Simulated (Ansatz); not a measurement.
```yaml
crystal:
  periodic: [false, false, false]
  atoms:
    - {symbol: C, position_ang: [-0.357400, 0.814026, -0.573364]}
    - {symbol: Si, position_ang: [-0.303953, -0.318221, -0.539248]}
    - {symbol: Si, position_ang: [0.575314, -0.801555, 0.346493]}
    - {symbol: Br, position_ang: [-1.824886, -0.899145, -0.039857]}
    - {symbol: H, position_ang: [0.041813, 1.228522, -0.878151]}
    - {symbol: H, position_ang: [-0.797607, 0.913590, 0.191982]}
    - {symbol: H, position_ang: [-0.827592, 1.054693, -0.986919]}
    - {symbol: H, position_ang: [0.909835, -1.947057, 0.466295]}
    - {symbol: H, position_ang: [0.496856, -0.349270, 1.672647]}
    - {symbol: H, position_ang: [1.423607, -0.330988, 0.254368]}
basis:
  gaussian: {orbitals: ANO-RCC-VTZP, nuclear_model: gaussian}
total_charge: -1
hamiltonian: {xc: {name: wB97}}
```

```sh
$ ansatz run in.yaml --threads 2 --pin off --events-out ev --progress --plain --max-ram 22528MiB --backend cpu
```

It prints (some lines left out):

```
Functional definition: wB97
1663 factors; their error is unknown
603 factors; integrals over basis functions are off by at most 5.2e-6 eV
mean field evaluation 1: about -87761.3735 eV, gradient 9.5e1 eV
mean field evaluation 2: about -87759.3049 eV, gradient 9.6e1 eV
mean field evaluation 4: about -87778.0001 eV, gradient 5.6e0 eV
mean field evaluation 8: about -87778.0908 eV, gradient 2.6e-1 eV
mean field evaluation 16: about -87778.0212 eV, gradient 5.6e-3 eV
mean field -87778.02121654 eV, -3225.7827816282 hartree, gradient 7.9e-5 eV, S^2 0.000000; 0 other end points of the search recorded, 0 dependent functions left out
reference -87778.02120361 eV, -3225.7827811531 hartree; 38, 38 occupied and 187, 187 virtual orbitals, 1663 factors
Total energy: -87778.02120361 eV, -3225.7827811531 hartree
Relativity: scalar
```

Task: What is wrong with this run?

Result: The geometry is squeezed to about two thirds of its size. Self-consistency was reached. The result belongs to that input, not to the molecule as meant.
